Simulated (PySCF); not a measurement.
How methods differ on the ionisation energy of Mn¹⁰⁺

Mn¹⁰⁺ [Ne] 3s2 3p3 (4S) → Mn¹¹⁺ [Ne] 3s2 3p2 (3P), as a difference of total energies. Calculation: PySCF 2.14, in an even-tempered Gaussian basis (19 s from 0.59 bohr⁻², ratio 2.5; 12 p from 0.76 bohr⁻², ratio 2.5; 5 d from 4.4 bohr⁻², ratio 2.7; 4 f from 6.6 bohr⁻², ratio 2.7); the spin-free X2C one-electron Hamiltonian (Gaussian nucleus). Correlated levels: outer shells: 1s2 frozen; virtual orbitals above 40 to 60 times the deepest correlated orbital energy dropped. The calculations carry no spin-orbit coupling.

```csv
method,ionisation energy (eV)
UHF,283.53
LDA,284.33
PBE,284.27
PBE0,284.40
r2SCAN,284.77
revPBE,284.26
BHandHLYP,284.31
MP2 (outer shells),284.10
SCS-MP2 (outer shells),283.89
```

Task: How much does correlation contribute at MP2 (outer shells)?

Result: 284.10 − (283.53) = 0.57 eV, measured against UHF.

A first-order spin-orbit estimate (lowest level to lowest level, LS coupling) adds -1.157 eV.

For comparison: 286.1 ± 0.5 eV (semi-empirical (NIST evaluation); NIST Atomic Spectra Database, ionization energies).
